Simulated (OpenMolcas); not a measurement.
# Se: effect of the active space

| Quantity | Value |
| --- | --- |
| Program | OpenMolcas 26.06 |
| Method | XMS-CASPT2 or its RAS form, IPEA 0.25 Eh, imaginary shift 0.1 Eh |
| Basis | ANO-RCC-VTZP |
| Scalar Hamiltonian | DKH2, point nucleus |
| Spin-orbit coupling | RASSI with atomic mean-field integrals over the reference wave functions, term energies averaged over their components |

A. 4 electrons in 3 orbitals (4p); 2S+1 = 3 even, 3 roots; 2S+1 = 1 even, 6 roots; closed shells correlated: 3d 4s; CASPT2 step of the order of 0.9 core-seconds
B. 6 electrons in 8 orbitals (4s 4p 5s 5p); 2S+1 = 3 even, 3 roots; 2S+1 = 1 even, 6 roots; closed shells correlated: 3d; CASPT2 step roughly 4 core-seconds
C. 6 electrons in 9 orbitals (RAS2 4s 4p; RAS3 4d, at most 2 electrons); 2S+1 = 3 even, 3 roots; 2S+1 = 1 even, 6 roots; 2S+1 = 3 odd, 3 roots; closed shells correlated: 3d; CASPT2 step roughly 8 core-seconds

Energies in cm-1 above 4s2 4p4 3P2, the measured ground level; measured values from NIST Handbook of Basic Atomic Spectroscopic Data.

| Level | A | B | C | Measured |
| --- | --- | --- | --- | --- |
| 4s2 4p4 3P2 | 0.0 | 0.0 | 0.0 | 0.0 |
| 4s2 4p4 3P1 | 1837 | 1760 | 1803 | 1989 |
| 4s2 4p4 3P0 | 2400 | 2310 | 2370 | 2534 |
| 4s2 4p4 1D2 | 9690 | 10230 | 10050 | 9576 |
| 4s2 4p4 1S0 | 23170 | 23450 | 23260 | 22446 |

Deviations, from unrounded energies. A percentage is the sum of absolute deviations over the sum of measured energies, with the sign that they share, or ± where signs differ.

```json
{"Against measurement": "mean absolute deviation (cm-1)", "Levels": "4", "A": "280", "B": "530", "C": "410"}
{"Against measurement": "fine structure of the ground term (%)", "Levels": "2", "A": "-6.3", "B": "-10.1", "C": "-7.7"}
{"Against measurement": "other terms of the ground configuration (%)", "Levels": "2", "A": "+2.6", "B": "+5.2", "C": "+4.0"}
```

A lies closest to measurement on these levels and B furthest from it. The largest miss of A in the table is 4s2 4p4 1S0, by +720 cm-1. The ranking rests on the paired levels alone, and a cruder setting can come out closer through cancelling errors.

The two smallest mean deviations differ by little beside CASPT2's spread within terms, so their order carries little weight.

Among A to C the level of the table that moves most is 4s2 4p4 1D2, by 540 cm-1 (lowest in A, highest in B). Moves below CASPT2's spread within the term are not significant.

CASPT2 breaks the degeneracy within a term, and the mean is taken; among the terms shown or strongly mixed into the levels shown the widest spread is 970 cm-1 (4s2 4p4 1D, A). With the s shell closed, the reference lacks s² → p² mixing (holds for A). Active for correlation alone: 5p 5s; no level in the range computed is led by a configuration that fills them, so any true level of that kind is missing (holds for B). Active for correlation alone: 4d; no level in the range computed is led by a configuration that fills it, so any true level of that kind is missing (holds for C). Measured partners are found by configuration, term and J. A level has none where our copy of the source lacks it or the pairing is in doubt (some pairs that miss far off the trend of their configuration count as doubtful), and it then counts in no deviation. Only configurations of the active space appear. The table leaves out levels that lie high or whose names do not pair safely across all columns.
